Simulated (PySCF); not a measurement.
BeH2S2. Atoms are numbered in the order given.

```xyz
5

Be     0.0000     0.0000     0.0331
S     -0.0582     1.9020     0.0519
H      0.8945     1.9800    -0.8965
S      0.0582    -1.9020     0.0519
H     -0.8945    -1.9800    -0.8965
```

The structure is a stationary point at r2SCAN-D4/def2-TZVP. One conformer was computed; it need not be the lowest.

Calculation: CAM-B3LYP/def2-TZVPD in PySCF.

Isolated molecule, no solvent.

Computed frontier levels, gap, dipole moment and polarisability:
```yaml
highest_occupied_level: -9.18 eV
lowest_empty_level: -0.08 eV
orbital_gap: 9.10 eV
dipole_moment: 0.97 D
quadrupole, principal values (traceless, Buckingham form, about the centre of nuclear charge): -7.94, 3.22, 4.72 D·Å
mean_static_polarisability: 59.4 bohr³ (8.80 Å³)
polarisability_principal_values: 50.9, 50.9, 76.2 bohr³
```
